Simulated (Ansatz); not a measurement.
C₂H₈BNSn, relaxed with RKS PBE-D4/def2-SVP in Ansatz 0.2.0 from a rough embedded geometry. The force threshold is 0.03 eV/Å; the program also tests the step.

Total charge 0; spin multiplicity 1. Sn: def2 effective core potential. The bonds changed during the relaxation, so this is another structure than the one it started from.

Start:

```xyz
13

B    -1.776    0.106   -1.376
C    -0.579   -0.138   -0.424
Sn    0.402    1.598    0.273
N    -0.145   -1.307   -0.082
C     0.896   -1.614    0.805
H    -2.376   -0.915   -1.788
H    -2.120    1.136   -1.704
H     0.399    1.677    2.016
H    -0.338    3.034   -0.454
H     2.104    1.569   -0.272
H     1.830   -1.230    0.323
H     1.006   -2.708    0.894
H     0.697   -1.207    1.789
```

```
        step  energy (eV)  largest force (eV/Å)  largest move (Å)
           1  -10189.8051                 2.833             0.000
           2  -10190.1884                 0.753             0.196
           3  -10190.2330                 0.373             0.082
           4  -10190.2440                 0.244             0.074
           5  -10190.2501                 0.079             0.051
           6  -10190.2544                 0.104             0.093
           7  -10190.2567                 0.074             0.036
8 (rejected)  -10190.2554                 0.466             0.200
           9  -10190.2655                 0.044             0.100
          10  -10190.2734                 0.164             0.098
          11  -10190.2796                 0.357             0.148
          13  -10190.3297                 0.314             0.200
          15  -10190.3400                 0.145             0.098
          17  -10190.3472                 0.062             0.047
          19  -10190.3574                 0.128             0.071
          21  -10190.3767                 0.502             0.163
          23  -10190.4444                 0.682             0.200
          25  -10190.6808                 0.898             0.195
          27  -10191.2476                 0.896             0.196
          29  -10191.3991                 1.225             0.200
          31  -10191.5569                 0.813             0.200
          33  -10191.5968                 0.363             0.200
          35  -10191.6181                 0.382             0.196
          37  -10191.6246                 0.055             0.046
          39  -10191.6250                 0.059             0.049
          41  -10191.6252                 0.022             0.004
```

End:

```xyz
13

B    -1.211    0.465   -0.963
C    -0.340   -0.639   -0.400
Sn   -0.424    2.373    0.037
N     0.357   -1.478    0.056
C     1.231   -2.408    0.650
H    -2.376    0.311   -0.613
H    -1.037    0.576   -2.171
H    -0.526    2.336    1.776
H    -1.329    3.759   -0.485
H     1.249    2.703   -0.321
H     1.835   -2.916   -0.129
H     0.653   -3.178    1.202
H     1.918   -1.902    1.360
```

Run time 100 s (2 threads of an AMD EPYC 7R13 on a shared host); peak host memory 0.18 GiB.
